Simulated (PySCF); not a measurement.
## Rh⁺: ionisation energy

Rh⁺ [Kr] 4d8 (3F) → Rh²⁺ [Kr] 4d7 (4F), as a difference of total energies. All numbers are calculated (PySCF 2.14, a scalar-relativistic core potential, in aug-cc-pwCVDZ-PP with ECP28MDF). Correlated levels: valence: 4s2 4p6 frozen. The calculations carry no spin-orbit coupling.

```
           method  ionisation energy (eV)
              UHF                  16.111
    MP2 (valence)                  17.729
SCS-MP2 (valence)                  17.746
   CCSD (valence)                  17.545
CCSD(T) (valence)                  17.631
```

Task: How much does correlation contribute at CCSD(T) (valence)?

Result: 17.631 − (16.111) = 1.520 eV, measured against UHF.

The reference lies between the lowest fine-structure levels, while these numbers refer to the centres of the terms.

Errors of the correlated levels include the incompleteness of this basis and the frozen core.

For comparison: 18.08 eV (semi-empirical (NIST evaluation); NIST Atomic Spectra Database, ionization energies).
